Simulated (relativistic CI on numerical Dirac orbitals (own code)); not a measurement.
**Rb XXI: sensitivity of the levels to the model**

Base calculation: Dirac-Coulomb-Breit CI, KLI orbitals optimised for each configuration, model QED, unscaled Slater integrals.

Configurations in the expansion (outside the closed core [Ne]): 3s2.3p5, 3s.3p6, 3s2.3p4.3d, 3s.3p5.3d, 3p6.3d, 3s.3p4.3d2, 3s2.3p3.3d.4p, 3s2.3p4.4s, 3p6.4s, 3p6.4p, 3s.3p4.3d.4s, 3s2.3p4.4p, 3s2.3p3.3d2, 3s2.3p2.3d3, 3s.3p3.3d3, 3s2.3p2.3d2.4s, 3s2.3p2.3d2.4p. Double excitations out of closed p, d and f shells are left out; levels of such configurations are missing from the list, as are those of other unlisted configurations, and high levels can miss mixing partners.

Variants: (1) Breit term removed; (2) one mean potential for all configurations. Shifts of the energy above 3s2.3p5 2P°_3/2, in cm⁻¹, for the lowest level and the first level of each name with at least 55 % of one term (blank where a level changes its place among those of its configuration and J or its character, or is not in the variant):

```tsv
Level	Base	Δ(1)	Δ(2)
3s2.3p5 2P°_3/2	0	0	0
3s2.3p5 2P°_1/2	100111	+1852	+26
3s.3p6 2S_1/2	597744	+676	+48
3s2.3p4.3d 4D_5/2	730293	+2249	-173
3s2.3p4.3d 4D_3/2	732128	+1613	-171
3s2.3p4.3d 4D_7/2	739996	+3055	-177
3s2.3p4.3d 4D_1/2	744799	+1951	-169
3s2.3p4.3d 4F_9/2	780931	+3129	-167
3s2.3p4.3d 2P_1/2	813150	+3077	-164
3s2.3p4.3d 4P_1/2	823166	+2293	-153
3s2.3p4.3d 4F_5/2	834887	+3065	-160
3s2.3p4.3d 2D_5/2	888346	+4113	-179
3s2.3p4.3d 2G_7/2	890230	+3974	-159
3s2.3p4.3d 2G_9/2	902485	+5121	-174
```

At this charge energies of transitions that change n are usually good to better than 1 %, and those within a shell (Δn = 0) to a few per cent.

Ionisation energy from the two ground configurations alone: base 905.267 eV; Breit term removed 905.709 eV. The NIST ASD value (semi-empirical) is 905.3 eV.

LS names give the leading component of a level, which can be under half, so a name can repeat, a term be missing and a line seem to break the LS rules.
